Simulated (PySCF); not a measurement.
Al(F)(Cl)(OH) (AlClFHO), SMILES [OH][Al]([F])[Cl].

Coordinates come from a PBE0-D3(BJ)/def2-SVP optimisation. One conformer was computed; it need not be the lowest.

Computed with TDDFT-ωB97X/def2-SVPD run with PySCF 2.14.0.

Vertical excitations. Isolated molecule, no solvent. State labels are in the subgroup Cs.

Computed UV-visible absorptions:
```json
[
 {"state": "S1", "symmetry": "A\"", "energy (eV)": "7.51", "λ (nm)": "165", "f": "0.001", "main pairs": "HOMO−1→LUMO 75 %, HOMO−2→LUMO 13 %"},
 {"state": "S2", "symmetry": "A'", "energy (eV)": "7.62", "λ (nm)": "163", "f": "0.012", "main pairs": "HOMO→LUMO 84 %"},
 {"state": "S3", "symmetry": "A\"", "energy (eV)": "8.02", "λ (nm)": "155", "f": "0.117", "main pairs": "HOMO−2→LUMO 74 %, HOMO−1→LUMO 12 %"},
 {"state": "S4", "symmetry": "A'", "energy (eV)": "8.18", "λ (nm)": "152", "f": "0.073", "main pairs": "HOMO−3→LUMO 82 %"},
 {"state": "S5", "symmetry": "A\"", "energy (eV)": "8.49", "λ (nm)": "146", "f": "0.000", "main pairs": "HOMO→LUMO+1 95 %"},
 {"state": "S6", "symmetry": "A'", "energy (eV)": "8.87", "λ (nm)": "140", "f": "0.018", "main pairs": "HOMO−1→LUMO+1 76 %, HOMO−4→LUMO 13 %"},
 {"state": "S7", "symmetry": "A\"", "energy (eV)": "9.19", "λ (nm)": "135", "f": "0.003", "main pairs": "HOMO−3→LUMO+1 96 %"},
 {"state": "S8", "symmetry": "A'", "energy (eV)": "9.42", "λ (nm)": "132", "f": "0.182", "main pairs": "HOMO−2→LUMO+1 54 %, HOMO−4→LUMO 24 %"},
 {"state": "S9", "symmetry": "A'", "energy (eV)": "9.55", "λ (nm)": "130", "f": "0.182", "main pairs": "HOMO−4→LUMO 34 %, HOMO−2→LUMO+1 30 %, HOMO−6→LUMO 16 %"},
 {"state": "S10", "symmetry": "A\"", "energy (eV)": "9.70", "λ (nm)": "128", "f": "0.048", "main pairs": "HOMO−2→LUMO+2 38 %, HOMO−5→LUMO 30 %, HOMO−1→LUMO+2 18 %"},
 {"state": "T1", "symmetry": "A\"", "energy (eV)": "7.28", "λ (nm)": "170", "f": "0", "main pairs": "HOMO−1→LUMO 68 %, HOMO−2→LUMO 18 %"},
 {"state": "T2", "symmetry": "A'", "energy (eV)": "7.35", "λ (nm)": "169", "f": "0", "main pairs": "HOMO→LUMO 81 %"},
 {"state": "T3", "symmetry": "A\"", "energy (eV)": "7.73", "λ (nm)": "160", "f": "0", "main pairs": "HOMO−2→LUMO 65 %, HOMO−1→LUMO 16 %"},
 {"state": "T4", "symmetry": "A'", "energy (eV)": "7.78", "λ (nm)": "159", "f": "0", "main pairs": "HOMO−3→LUMO 83 %"}
]
```
Triplets are in the Tamm–Dancoff approximation, which puts them higher than full response would, so one can lie above its singlet here.
